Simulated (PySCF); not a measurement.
**Re: excitation energy**

Re [Xe] 4f14 5d5 6s2 (6S) → Re [Xe] 4f14 5d4 6s2 6p1 (high-spin determinant), as a difference of total energies. Calculation: PySCF 2.14, in aug-cc-pwCVDZ-PP with ECP60MDF; a scalar-relativistic core potential. Correlated levels: valence and next inner shell: nothing frozen outside the core potential. The calculations carry no spin-orbit coupling.

| method | excitation energy (eV) |
| --- | --- |
| UHF | 5.178 |
| MP2 (valence and next inner shell) | 5.566 |
| SCS-MP2 (valence and next inner shell) | 5.295 |
| CCSD (valence and next inner shell) | 5.107 |
| CCSD(T) (valence and next inner shell) | 4.204 |

Task: How much does correlation contribute at CCSD(T) (valence and next inner shell)?

Result: 4.204 − (5.178) = -0.974 eV, measured against UHF.

The coupled-cluster amplitudes are large for the upper state (T1 above 0.03 or a double amplitude above 0.15), so a single reference is strained.

The determinant of the upper state mixes LS terms, which raises its energy above the lowest term, most at the Hartree-Fock and MP2 levels.
